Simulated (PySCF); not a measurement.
# Spin–spin coupling constants

Geometry (Å), atoms numbered from 1 in this order:
```xyz
19

C     2.607   -1.283   -0.199
C     1.671   -1.035    0.721
C     1.278    0.337    1.181
C     0.083    0.912    0.407
N    -1.077    0.008    0.456
C    -1.270   -0.861   -0.461
C    -1.925    0.097    1.641
H     2.855   -2.305   -0.495
H     3.181   -0.478   -0.670
H     1.153   -1.883    1.186
H     2.103    1.050    1.024
H     1.067    0.344    2.262
H    -0.236    1.879    0.819
H     0.347    1.053   -0.649
H    -2.100   -1.569   -0.377
H    -0.600   -0.889   -1.325
H    -2.404    1.086    1.659
H    -1.297   -0.011    2.537
H    -2.687   -0.689    1.623
```

Total charge +1.

Method: B3LYP/pcJ-1 (spin–dipole term only in couplings to heteroatoms)//PBE0-D3(BJ)/def2-SVP, PySCF; isolated molecule, single conformer, non-relativistic. Couplings are averaged over pairs made equivalent by symmetry, fast rotation or ring inversion, so a value needn't be that of the named pair in this geometry, while other rotamers aren't included; one pair stands for each set, and the list holds a selection of those of at least 0.8 Hz over up to four bonds.

Isotopes: $^{13}$C, $^{1}$H, $^{15}$N.

```csv
pair,bonds,J (Hz)
"C1, C2",1,74.4
"C1, H8",1,175.4
"C1, H9",1,?
"C2, C3",1,45.7
"C2, H10",1,163.8
"C3, C4",1,32.5
"C3, H11",1,139.8
"C4, N5",1,-5.3
"C4, H13",1,?
"N5, C6",1,-20.8
"N5, C7",1,?
"C6, H15",1,?
"C6, H16",1,?
"C7, H17",1,153.3
"C2, H9",2,?
"C2, H11",2,-5.3
"C3, N5",2,1.1
"C3, H10",2,5.9
"C4, C7",2,?
"C1, C4",3,3.1
"C3, C6",3,1.3
"C4, H15",3,8.1
"H11, H13",3,?
"H11, H14",3,5.6
"C4, H9",4,-2.2
"H9, H11",4,-1.2
```

**Question.** Estimate the withheld couplings, with signs.

**Answer.** 
- $^{1}J$(C1,H9) = 166.7 Hz (bond length 1.095 Å, sp2 carbon)
- $^{1}J$(C4,H13) = 154.9 Hz (bond length 1.099 Å, sp3 carbon)
- $^{1}J$(N5,C7) = -7.5 Hz (bond length 1.460 Å)
- $^{1}J$(C6,H15) = 195.7 Hz (bond length 1.094 Å, sp2 carbon)
- $^{1}J$(C6,H16) = 200.9 Hz (bond length 1.094 Å, sp2 carbon)
- $^{2}J$(C2,H9) = -1.6 Hz (angle at C1 122°)
- $^{2}J$(C4,C7) = 1.9 Hz (angle at N5 117°)
- $^{3}J$(H11,H13) = 8.6 Hz (mean over equivalent pairs that range from 2.4 to 14.8 Hz in this conformer)
